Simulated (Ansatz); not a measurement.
## Which method gave which barrier?

Saddle point of SiNH6Cl2F, singlet (SiH₂Cl₂ ([Cl][SiH2][Cl]) + NH₃ + HF → SiH₂Cl₂F ([F][SiH2]([Cl])[Cl]) + NH₄; bonds formed: Si1–F7, H6–N9; bonds broken: H6–F7), PBE0-D4/def2-TZVP structure:

```csv
atom,x (Å),y (Å),z (Å)
Si1,-0.4734,1.0796,-1.3005
Cl2,-0.8743,-0.9521,-1.6729
H3,-0.1205,1.4094,-2.7103
H4,-1.5808,2.0119,-1.0120
Cl5,1.4480,1.4502,-0.5284
H6,-0.2588,-0.2418,1.0372
F7,-0.9284,0.6054,0.6184
H8,0.3961,-1.8973,0.6715
N9,0.5269,-1.1566,1.3543
H10,1.4669,-0.7860,1.2528
H11,0.3983,-1.5227,2.2901
```

Program: Ansatz 0.2.0. Basis: def2-TZVPP, with def2-QZVPP for the basis limit. Cores are frozen in the correlated methods. Extrapolation: Hartree–Fock as exp(−7.88 √X), correlation as X^−2.97. Four methods, as single points on the PBE0-D4 structures, gave these electronic barriers from the start structure: 15.8, 21.7, 34.5, 66.1 kJ/mol.

(1) The methods were, in alphabetical order, BHLYP-D4, HF, PBE-D4, PBE0-D4. Which gave which? (A judgement: the text doesn't fix the answer.)

The T1 diagnostic stays at or below 0.010. The start structure is not quite a true minimum (one mode of 34i cm⁻¹).

Results:

(1) The calculation gives: PBE-D4 15.8; PBE0-D4 21.7; BHLYP-D4 34.5; HF 66.1 kJ/mol. For comparison, CCSD(T) at an estimated basis limit (MP2 extrapolated from triple and quadruple zeta, plus CCSD(T) − MP2 in triple zeta) gives 31.5 kJ/mol.

Labels in which every atom is bracketed show which atoms are joined, not bond orders.

For scale, one of the runs: CCSD(T)/def2-TZVPP, 272 basis functions, launched by `ansatz run in.yaml --threads 8 --pin off --events-out ev --progress --plain --max-ram 19148MiB`. Hardware: 8 CPU threads of an Arm Neoverse V2, shared host. Wall time 2.2 min; peak host memory 7 GiB.
